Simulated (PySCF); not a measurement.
## Dy(2+): excitation energy

Dy(2+) [Xe] 4f10 (high-spin determinant) → Dy(2+) [Xe] 4f9 5d1 (high-spin determinant), as a difference of total energies. All numbers are calculated (PySCF 2.14, the spin-free X2C one-electron Hamiltonian (Gaussian nucleus), in cc-pVTZ-X2C (10s9p7d5f3g1h, 145 functions)). Correlated levels: valence: [Kr] 4d10 frozen; valence and next inner shell: [Ar] 3d10 frozen. The calculations carry no spin-orbit coupling.

```csv
method,excitation energy (eV)
UHF,-1.227
LDA,3.506
PBE,3.326
PBE0,2.303
r2SCAN,2.773
MP2 (valence),2.364
SCS-MP2 (valence),2.280
MP2 (valence and next inner shell),2.879
SCS-MP2 (valence and next inner shell),2.591
```

Q: How much does correlation contribute at MP2 (valence and next inner shell)?

A: 2.879 − (-1.227) = 4.106 eV, measured against UHF.

A first-order spin-orbit estimate (lowest level to lowest level, LS coupling) adds 0.250 eV.

The determinant of the upper state and of the lower state mixes LS terms, which raises its energy above the lowest term, most at the Hartree-Fock and MP2 levels.
